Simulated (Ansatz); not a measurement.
Relaxation of AlCl$_{3}$H (5 atoms, charge 0, multiplicity 2), to a largest force component of 0.03 eV/Å in at most 50 steps.

The calculation used UKS B3LYP/def2-SVP (Ansatz 0.2.0).

```xyz
5
Properties=species:S:1:pos:R:3
Al 0.038 -0.004 -0.111
H 0.097 -0.016 1.451
Cl 1.820 0.005 -1.223
Cl -1.834 0.005 -1.063
Cl -0.120 0.009 4.006
```

Where does it end, and by what steps?

It converged. After 44 steps the energy has fallen by 0.858 eV; Cl5 moved furthest, 1.53 Å. Parted: Al1–H2 (1.56 → 2.91 Å). Joined: H2–Cl5 (2.56 → 1.30 Å).

```csv
step,energy less start (eV),largest force component (eV/Å),accepted
0,0.0000,0.342,yes
2,-0.0939,0.335,yes
4,-0.2672,0.808,yes
6,-0.5493,0.452,yes
8,-0.5785,0.326,yes
10,-0.6024,0.086,yes
12,-0.6069,0.043,yes
14,-0.6126,0.047,yes
16,-0.6160,0.049,yes
18,-0.6181,0.115,yes
20,-0.6254,0.164,yes
22,-0.6503,0.162,yes
24,-0.6790,1.245,yes
26,-0.7659,0.391,yes
28,-0.7724,0.070,yes
30,-0.7778,0.163,yes
32,-0.7923,0.206,yes
34,-0.8026,0.064,yes
36,-0.8126,0.754,yes
38,-0.8296,0.404,yes
40,-0.8495,0.048,yes
42,-0.8545,0.056,yes
44,-0.8578,0.016,yes
```

```xyz
5
Properties=species:S:1:pos:R:3
Al -0.287 -0.689 -0.346
H 0.824 0.205 2.193
Cl 1.681 0.202 -0.261
Cl -1.873 0.551 -1.040
Cl -0.345 -0.269 2.514
```

Whether the end is a true minimum wasn't checked by a vibrational analysis.

The run took 90 s on 2 threads of AMD EPYC 7R32 (Zen 2), on a shared host, peak memory 0.26 GiB.
